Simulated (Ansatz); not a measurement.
`NCO[SiH2]N` → `NC(N)(O)[SiH3]`  (isomerisation)

Gas-phase electronic energies from Ansatz, PBE0-D4/def2-TZVP geometries. CCSD(T)/CBS is the MP2 limit (def2-TZVPP, def2-QZVPP) plus CCSD(T) − MP2 in def2-TZVPP, frozen cores. DFT in def2-TZVPP. B3LYP here is the variant with VWN-RPA as its local correlation; programs differ in this. Each species was taken in one conformer, which may not be the lowest.

```tsv
level	ΔE (kJ/mol)
r2SCAN-D4	215.9
B3LYP-D4	221.1
B2PLYP	228.8
PBE	201.0
PBE0	212.0
HF/def2-QZVPP	256.0
MP2/def2-QZVPP	228.2
HF/CBS(def2)	256.4
```

Q: What does CCSD(T)/CBS give? (An estimate is asked.)

A: Computed: +221.4 kJ/mol. The listed levels differ from it by -5.5, -0.3, 7.4, -20.4, -9.4, 34.6, 6.8, 35.0 kJ/mol.

Largest T1 diagnostic among the species: 0.012.

From PBE to PBE0 (25 % exact exchange), in def2-TZVPP and without D4, ΔE moves by +10.9 kJ/mol. In def2-TZVPP, CCSD(T) changes the Hartree–Fock value by −34.1 kJ/mol (the triples alone add −6.2 kJ/mol) and MP2 by −27.4 kJ/mol.

CCSD(T)/CBS has its own doubt, a few kJ/mol and more with outer-core shells, so smaller differences from it don't rank the levels.
